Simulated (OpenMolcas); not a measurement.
**Os4+: effect of the basis set**

```
Program             : OpenMolcas
Method              : MS-RASPT2, IPEA 0.25 Eh, imaginary shift 0.1 Eh (closed shells correlated: 5s)
Active space        : 10 electrons in 8 orbitals (RAS1 5p, at most 2 holes; RAS2 5d)
State averaging     : 2S+1 = 5 even, 5 roots; 2S+1 = 3 even, 45 roots; 2S+1 = 1 even, 50 roots
Spin-orbit coupling : state interaction with AMFI integrals over the reference wave functions, term energies averaged over their components
```

A. ANO-R2 [8s6p5d3f1g], X2C, finite nucleus; CASPT2 step of the order of 100 core-seconds
B. ANO-RCC-VTZP [8s7p5d3f2g1h], DKH2, point nucleus; CASPT2 step roughly 2.3 core-minutes
C. ANO-RCC-VQZP [9s8p6d4f3g2h], DKH2, point nucleus; CASPT2 step about 3 core-minutes

Energies in cm⁻¹ above 5d⁴ ⁵D₀, the measured ground level; measured values from the list in Palmeri et al., Atoms 14, 22 (2026).

| Level | A | B | C | Measured |
| --- | --- | --- | --- | --- |
| 5d⁴ ⁵D₀ [64 %] | 0.0 | 0.0 | 0.0 | 0.0 |
| 5d⁴ ⁵D₁ | 4440 | 4420 | 4430 | 4311 |
| 5d⁴ ⁵D₂ | 8350 | 8320 | 8300 | 8083 |
| 5d⁴ ⁵D₃ | 11400 | 11380 | 11310 | 11018 |
| 5d⁴ ⁵D₄ [68 %] | 13480 | 13450 | 13320 | 12966 |
| 5d⁴ ³P₀(1) [52 %] | 19380 | 19330 | 19130 |  |
| 5d⁴ ³H₄ [57 %] | 21500 | 21460 | 21100 | 20374 |
| 5d⁴ ³G₃ [62 %] | 25350 | 25360 | 24990 | 23942 |
| 5d⁴ ³F₂(1) [66 %] | 25960 | 25950 | 25590 |  |
| 5d⁴ ³P₁(1) | 26090 | 26060 | 25780 | 24680 |
| 5d⁴ ³H₅ | 26680 | 26650 | 26220 | 25344 |
| 5d⁴ ³H₆ [73 %] | 28970 | 28920 | 28430 | 27669 |
| 5d⁴ ³G₄ [52 %] | 31490 | 31460 | 31040 |  |
| 5d⁴ ³G₅ | 38870 | 38840 | 38360 | 37016 |
| 5d⁴ ³D₁ | 40590 | 40630 | 40190 | 38536 |
| 5d⁴ ¹I₆ [73 %] | 40940 | 40860 | 40260 | 39284 |
| 5d⁴ ¹S₀(1) [75 %] | 46600 | 46530 | 46120 |  |
| 5d⁴ ¹F₃ [63 %] | 48840 | 48930 | 48310 | 46549 |
| 5d⁴ ³P₂(2) [66 %] | 52620 | 52790 | 52180 |  |
| 5d⁴ ³F₄(2) [53 %] | 56020 | 56150 | 55520 |  |
| 5d⁴ ³F₂(2) [59 %] | 57910 | 58070 | 57380 |  |
| 5d⁴ ³F₃(2) | 58500 | 58710 | 58000 | 55872 |
| 5d⁴ ³P₁(2) | 59100 | 59300 | 58630 | 55988 |
| 5d⁴ ³P₀(2) | 62400 | 62590 | 61900 |  |

Deviations, from unrounded energies. A percentage is the sum of absolute deviations over the sum of measured energies, with the sign that they share, or ± where signs differ.

```csv
Against measurement,Levels,A,B,C
mean absolute deviation (cm-1),15,1400,1400,1100
fine structure of the ground term (%),4,+3.5,+3.3,+2.7
other terms of the ground configuration (%),11,+5.1,+5.2,+3.8
```

C lies closest to measurement on these levels and B furthest from it. The largest miss of C in the table is 5d⁴ ³P₁(2), by +2600 cm-1. The ranking rests on the paired levels alone, and a cruder setting can come out closer through cancelling errors.

Among A to C the level of the table that moves most is 5d⁴ ³F₃(2), by 710 cm-1 (lowest in C, highest in B). Moves below CASPT2's spread within the term are not significant.

Term energies are means over components that CASPT2 splits; among the terms shown or strongly mixed into the levels shown the widest spread is 1400 cm-1 (5d⁴ ¹I, C). Active for correlation alone: 5p; no level in the range computed is led by a configuration that opens it, so any true level of that kind is missing. The CASPT2 spread within a term exceeds the gap to the next term for 5d⁴ ¹I and 5d⁴ ³D, 5d⁴ ³P(2) and 5d⁴ ³F(2), so the order of their levels is uncertain, and so are names and mixing where such terms share a J (figures for A; the like holds for B, C). Measured partners are found by configuration, term and J. A level has none where our copy of the source lacks it or the pairing is in doubt (some pairs that miss far off the trend of their configuration count as doubtful), and it then counts in no deviation. Levels of configurations outside the active space are missing. The table leaves out levels that lie high or whose names do not pair safely across all columns.

A share in square brackets marks a mixed level and gives the weight of the term that names it, the lowest over the columns. A number in round brackets counts repeated terms of one configuration in the order of the reference energies.
